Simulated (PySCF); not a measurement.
HI2Si, SMILES I[SiH]I, multiplicity 2. Geometry optimised at PBE0-D3(BJ)/def2-SVP. The isomer is the one that the SMILES or the coordinates give; other isomers of the formula were not compared. The def2 effective core potentials stand for the cores of I; spin–orbit coupling is left out.

Calculation: PBE0-D3(BJ)/def2-SVP (PySCF).

Harmonic wavenumbers (cm⁻¹): 81, 322, 401, 556, 697, 2182. Rotational constants (GHz): 9.716, 0.4793, 0.4579; symmetry number 1.

Work out the zero-point energy and the ideal-gas rigid-rotor harmonic-oscillator thermochemistry at 298.15 K and 1 atm.

ZPE = ½ Σ hcν = ½ × 4239 cm⁻¹ = 6.06 kcal/mol. H − E(el) = 9.54 kcal/mol. Entropy in cal/(mol K): translation 42.82, rotation 29.40, vibration 6.96, spin 1.38, total 80.55. G − E(el) = -14.48 kcal/mol. Cp = 14.98 cal/(mol K). Modes under 150 cm⁻¹ make the vibrational entropy uncertain.
